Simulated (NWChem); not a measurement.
Molecule: CH3BaFN2

```xyz
8

Ba     0.3053    -0.5059     0.0000
F     -1.1195    -2.2473     0.0000
C     -0.3996     2.4408     0.0000
N     -0.2179     1.8246    -1.1571
N     -0.2179     1.8246     1.1571
H     -0.7216     3.5055     0.0000
H     -0.4273     2.4297    -1.9441
H     -0.4273     2.4297     1.9441
```
Atoms are numbered in this order, from 1.

Results from NWChem. The geometry was optimised at PBE0/def2-SVP. No frequency run checked for a minimum. def2 effective core potentials on Ba; no spin-orbit coupling. Ions are spin-unrestricted doublets at the neutral geometry; other ion states weren't tried.

Question: Estimate the computed values for PBE/def2-SVP. Quantities: −ε(HOMO) (eV).

Answer: The −ε(HOMO) (eV) comes out as 4.53.
